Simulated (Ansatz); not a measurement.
`O=C=N[SiH2]Cl` + `CN[SiH3]` → `CN([SiH3])[SiH2]Cl` + `N=C=O` at 600 K and 1 bar (ligand exchange at the Si–N bond).

Computed with Ansatz on PBE0-D4/def2-TZVP structures; ΔE is electronic, products minus reactants. CCSD(T)/CBS adds triple-zeta CCSD(T) − MP2 to the extrapolated MP2 energy (def2 sets, frozen cores). This one scheme is used for every species. One conformer a species, not always the lowest.

```json
{"species": "`O=C=N[SiH2]Cl`", "CCSD(T)/CBS energy (Eh)": "-918.06992", "H − E (kJ/mol)": "136.1", "S (J/(mol·K))": "415.3"}
{"species": "`CN[SiH3]`", "CCSD(T)/CBS energy (Eh)": "-386.04948", "H − E (kJ/mol)": "257.3", "S (J/(mol·K))": "374.7"}
{"species": "`CN([SiH3])[SiH2]Cl`", "CCSD(T)/CBS energy (Eh)": "-1135.59245", "H − E (kJ/mol)": "307.5", "S (J/(mol·K))": "495.9"}
{"species": "`N=C=O`", "CCSD(T)/CBS energy (Eh)": "-168.51995", "H − E (kJ/mol)": "83.3", "S (J/(mol·K))": "274.5"}
```

H − E and S are ideal-gas, rigid-rotor, harmonic terms from PBE0-D4/def2-TZVP, for one conformer and one mirror image of each species. 1 Eh = 2625.50 kJ/mol, R = 8.31446 J/(mol·K).

**Question.** By hand: ΔE, ΔH, ΔS and ΔG.

**Answer.** ΔE = (-1135.59245) + (-168.51995) − (-918.06992) − (-386.04948) = 0.00700 Eh = 18.4 kJ/mol. Δ(H − E) = 307.5 + 83.3 − 136.1 − 257.3 = -2.6, so ΔH = 15.8 kJ/mol. ΔS = 495.9 + 274.5 − 415.3 − 374.7 = -19.6 J/(mol·K). ΔG = 15.8 − 600 × (-19.6)/1000 = 27.6 kJ/mol.

**Question.** By hand: the equilibrium constant, and the temperature at which ΔG would vanish if ΔH and ΔS stayed fixed.

**Answer.** log₁₀ K = −ΔG/(RT ln 10) = -2.4. ΔH and −TΔS have one sign here, so there is no such temperature.

TΔS isn't small against ΔH here. A doubt of 5 kJ/mol in ΔE shifts log₁₀ K by 0.4 here. Other conformers and mirror images would add mixing entropy, several J/(mol·K) or more a flexible species. Modes under 60 cm⁻¹, often nearly free rotors, make the harmonic entropy too high. These are equilibria of isolated gas molecules and say nothing of rates. Largest T1 diagnostic: 0.018 (customary marks: 0.02 for closed shells, 0.045 for open ones).
